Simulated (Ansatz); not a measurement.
Reaction (SMILES): O[Si](F)(F)F [trifluoro(hydroxy)silane] -> O[Si](F)F + F atom (the F-Si bond at the site shown breaks; other sites are not compared here)
Geometries: B3LYP-D3(BJ)/def2-TZVP minima from Ansatz (an electronic-structure program), one conformer each, not searched for the lowest. Frequencies are from Ansatz.

Wanted: bond dissociation energy (enthalpy at 298 K, with B3LYP-D3(BJ) rigid-rotor harmonic-oscillator terms), in kcal/mol. Valence correlation only, unless marked. Open shells are spin-unrestricted. No spin-orbit coupling. Non-relativistic. Basis-set limits of correlation are two-point, X^-3; Hartree-Fock from the larger set. [CCSD(T)-MP2]/basis is that difference in the basis named.

Level to compare with: RI-MP2/CBS(cc-pV(T+d)Z,cc-pV(Q+d)Z)+[CCSD(T)-MP2]/cc-pV(T+d)Z (Ansatz), 167.1 kcal/mol. It is a level with limits of its own, and the differences hold the functionals' basis error too.

Problem. Rank these functionals by how close they come to RI-MP2/CBS(cc-pV(T+d)Z,cc-pV(Q+d)Z)+[CCSD(T)-MP2]/cc-pV(T+d)Z, closest first: LC-wPBE/def2-TZVPD (Ansatz); BLYP/def2-TZVPD (Ansatz); wB97X-V/def2-TZVPD (Ansatz).

Solution. wB97X-V/def2-TZVPD (range-separated hybrid with VV10, 162.3 kcal/mol, difference -4.8), LC-wPBE/def2-TZVPD (range-separated hybrid, 159.9 kcal/mol, difference -7.2), BLYP/def2-TZVPD (GGA, 155.9 kcal/mol, difference -11.2)
